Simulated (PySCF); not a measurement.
Compound: C5H14OSi2.
SMILES with atom numbers: `[SiH3:1][CH2:2][C@@H:3]1[CH2:4][O:5][CH2:6][CH2:7][SiH2:8]1` (hydrogens: H9, H10, H11 on Si1; H12, H13 on C2; H14 on C3; H15, H16 on C4; H17, H18 on C6; H19, H20 on C7; H21, H22 on Si8)

The same species was optimised twice, with GFN2-xTB and with PBE0-D3(BJ)/def2-SVP (PySCF), and the same property calculations (PySCF, gas phase) were run on both structures.

```
      coordinate  GFN2-xTB  PBE0-D3(BJ)/def2-SVP  change
      C7–Si8 (Å)     1.901                 1.888  -0.013
      Si1–C2 (Å)     1.900                 1.888  -0.012
       C4–O5 (Å)     1.407                 1.399  -0.008
      C3–Si8 (Å)     1.906                 1.900  -0.006
       O5–C6 (Å)     1.407                 1.404  -0.003
       C2–C3 (Å)     1.528                 1.530  +0.002
       C6–C7 (Å)     1.529                 1.528  -0.001
       C3–C4 (Å)     1.537                 1.536  -0.001
   Si1–C2–C3 (°)     114.5                 116.1    +1.6
    C2–C3–C4 (°)     109.8                 110.6    +0.8
   C3–Si8–C7 (°)     102.9                 103.6    +0.7
   C2–C3–Si8 (°)     115.1                 115.7    +0.6
    O5–C6–C7 (°)     113.6                 113.1    -0.5
    C4–O5–C6 (°)     114.6                 115.1    +0.5
   C6–C7–Si8 (°)     109.8                 110.2    +0.4
    C3–C4–O5 (°)     114.3                 114.5    +0.2
Si1–C2–C3–C4 (°)      -168                  -174      -6
```

Rotational constants: A = 2803, B = 791.3, C = 657.9 MHz (GFN2-xTB) against A = 2826, B = 793.7, C = 657.1 MHz (PBE0-D3(BJ)/def2-SVP). Point groups within 0.08 Å: C1 and C1. Atoms that the bonding makes alike are paired by their places after alignment.

On the GFN2-xTB structure: HOMO (eV) -7.24 [PBE0/pcSseg-1]; LUMO (eV) 0.56 [PBE0/pcSseg-1]; dipole (D) 0.84 [PBE0/pcSseg-1]; GIAO shielding of Si1 (ppm) 423.2 [PBE0/pcSseg-1]; GIAO shielding of C2 (ppm) 176.2 [PBE0/pcSseg-1]; GIAO shielding of C3 (ppm) 165.0 [PBE0/pcSseg-1]; GIAO shielding of C4 (ppm) 105.0 [PBE0/pcSseg-1]; GIAO shielding of O5 (ppm) 274.0 [PBE0/pcSseg-1]; GIAO shielding of C6 (ppm) 115.0 [PBE0/pcSseg-1]; GIAO shielding of C7 (ppm) 175.5 [PBE0/pcSseg-1]; GIAO shielding of Si8 (ppm) 394.3 [PBE0/pcSseg-1].

What do these properties become on the PBE0-D3(BJ)/def2-SVP structure?

```json
{"property": "HOMO (eV)", "level": "PBE0/pcSseg-1", "on GFN2-xTB": "-7.24", "on PBE0-D3(BJ)/def2-SVP": "-7.32", "change": "-0.08"}
{"property": "LUMO (eV)", "level": "PBE0/pcSseg-1", "on GFN2-xTB": "0.56", "on PBE0-D3(BJ)/def2-SVP": "0.57", "change": "+0.01"}
{"property": "dipole (D)", "level": "PBE0/pcSseg-1", "on GFN2-xTB": "0.84", "on PBE0-D3(BJ)/def2-SVP": "0.79", "change": "-0.05"}
{"property": "energy, GFN2-xTB geometry as zero (kcal/mol)", "level": "PBE0/pcSseg-1", "on GFN2-xTB": "0.0", "on PBE0-D3(BJ)/def2-SVP": "-1.3", "change": "-1.3"}
{"property": "GIAO shielding of Si1 (ppm)", "level": "PBE0/pcSseg-1", "on GFN2-xTB": "423.2", "on PBE0-D3(BJ)/def2-SVP": "419.4", "change": "-3.8"}
{"property": "GIAO shielding of C2 (ppm)", "level": "PBE0/pcSseg-1", "on GFN2-xTB": "176.2", "on PBE0-D3(BJ)/def2-SVP": "175.7", "change": "-0.5"}
{"property": "GIAO shielding of C3 (ppm)", "level": "PBE0/pcSseg-1", "on GFN2-xTB": "165.0", "on PBE0-D3(BJ)/def2-SVP": "164.8", "change": "-0.2"}
{"property": "GIAO shielding of C4 (ppm)", "level": "PBE0/pcSseg-1", "on GFN2-xTB": "105.0", "on PBE0-D3(BJ)/def2-SVP": "105.1", "change": "+0.1"}
{"property": "GIAO shielding of O5 (ppm)", "level": "PBE0/pcSseg-1", "on GFN2-xTB": "274.0", "on PBE0-D3(BJ)/def2-SVP": "275.6", "change": "+1.6"}
{"property": "GIAO shielding of C6 (ppm)", "level": "PBE0/pcSseg-1", "on GFN2-xTB": "115.0", "on PBE0-D3(BJ)/def2-SVP": "115.0", "change": "0.0"}
{"property": "GIAO shielding of C7 (ppm)", "level": "PBE0/pcSseg-1", "on GFN2-xTB": "175.5", "on PBE0-D3(BJ)/def2-SVP": "174.5", "change": "-1.0"}
{"property": "GIAO shielding of Si8 (ppm)", "level": "PBE0/pcSseg-1", "on GFN2-xTB": "394.3", "on PBE0-D3(BJ)/def2-SVP": "391.6", "change": "-2.7"}
```

The heavy atoms differ by 0.051 Å rms after alignment. Among bonds between heavy atoms Si1–C2 and C7–Si8 change most and about equally (-0.013 to -0.012 Å). Changes are differences of the printed values. Neither structure is proved a minimum here.
